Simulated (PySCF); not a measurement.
C3H9N, SMILES CC(C)N (connectivity only; charge and spin as stated), charge +1, multiplicity 2.

Geometry optimised at B3LYP-D3(BJ)/def2-SVP. The multiplicity is an assumed one; other spin states were not compared. The values are those of a single conformer.

All values below come from TDA-LC-ωPBE/def2-SVPD (PySCF 2.14.0).

Vertical excitations. 

Task: Estimate the UV-visible absorptions. (The exact figures need the calculation; the answer reports its results.)

Result: 
```
state    energy (eV)  λ (nm)      f                                                  main pairs
-------  -----------  ------  -----  ----------------------------------------------------------
root 1          3.95     314  0.003                      β HOMO−1→LUMO 79 %, β HOMO−4→LUMO 18 %
root 2          4.12     301  0.060                                            β HOMO→LUMO 95 %
root 3          4.84     256  0.008                                          β HOMO−3→LUMO 88 %
root 4          5.35     232  0.002  β HOMO−2→LUMO 45 %, β HOMO−4→LUMO 35 %, β HOMO−1→LUMO 16 %
root 5          5.55     223  0.009                      β HOMO−2→LUMO 51 %, β HOMO−4→LUMO 43 %
root 6          7.12     174  0.012                                          β HOMO−5→LUMO 88 %
root 7          7.82     158  0.031                                          β HOMO−6→LUMO 82 %
root 8          8.42     147  0.003                                          β HOMO−7→LUMO 90 %
root 9          9.33     133  0.001                                            α HOMO→LUMO 78 %
root 10        10.11     123  0.023                      α HOMO→LUMO+1 57 %, β HOMO→LUMO+1 12 %
```
Unrestricted roots are not spin-pure.
